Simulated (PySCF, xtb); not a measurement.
Ge(H)2(Br)(Me) (CH5BrGe), SMILES [GeH2]([Br])[CH3].

GFN2-xTB run with xtb at its own geometry gives an orbital gap of 6.73 eV and a dipole moment of 5.43 D.

Geometry optimised at ωB97X-D3(BJ)/def2-SVP.

Task: What does CAM-B3LYP/def2-TZVPD (PySCF) give? (An estimate is asked for; the answer gives what the named calculation found.)

Result: gap 9.78 eV (levels -9.39 and 0.39 eV), dipole 2.45 D.
